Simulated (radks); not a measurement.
Lu+, 70 electrons, occupied as [Xe] 4f13 5d1 6s2 (not the ground configuration). All-electron calculation, scalar-relativistic Kohn-Sham, LDA (Slater exchange, Perdew-Wang correlation), spin-polarised, spherical densities, finite nucleus; open shells are filled with parallel spins first (spin-orbit coupling, left out, can overturn this in heavy ions); Fermi nuclear charge, rms radius 5.37 fm. Program: a radial shooting solver on a logarithmic mesh with Libxc functionals. Some entries of the table are withheld. Estimate them.

orbital,occ.,eigenvalue (hartree),<r> (bohr),<1/r> (bohr^-1)
1s down,1,-2322.092,0.01934,82.12
1s up,1,-2322.092,0.01934,82.12
2s up,1,-395.8798,0.08190,19.16
2s down,1,-395.8776,0.08190,19.16
2p up,3,-348.5695,0.07294,17.55
2p down,3,-348.5678,0.07294,17.55
3s up,1,-90.23359,0.2129,7.082
3s down,1,-90.21407,0.2129,7.083
3p up,3,-76.03059,0.2125,6.584
3p down,3,-76.01107,0.2125,6.584
3d up,5,-58.91746,0.1926,6.234
3d down,5,-58.90181,0.1925,6.235
4s up,1,-18.47808,0.4778,3.005
4s down,1,-18.44107,0.4778,3.004
4p up,3,-13.80655,0.5073,2.740
4p down,3,-13.77040,0.5074,2.740
4d up,5,-7.70500,0.5458,2.429
4d down,5,-7.66963,0.5459,2.428
5s up,1,-2.75636,1.151,1.157
5s down,1,-2.72871,1.151,1.157
5p up,3,-1.63691,1.353,0.9679
5p down,3,-1.60916,1.353,0.9679
4f up,7,(1),0.6885,1.880
4f down,6,(2),0.6898,1.878
6s up,1,-0.44608,3.108,0.4066
6s down,1,-0.42972,3.155,0.3998
5d up,1,(3),2.156,0.6022
5d down,0,(4),2.189,0.5955

Answer. 
(1) 4f up eigenvalue (hartree): -0.98448
(2) 4f down eigenvalue (hartree): -0.94997
(3) 5d up eigenvalue (hartree): -0.41717
(4) 5d down eigenvalue (hartree): -0.39260
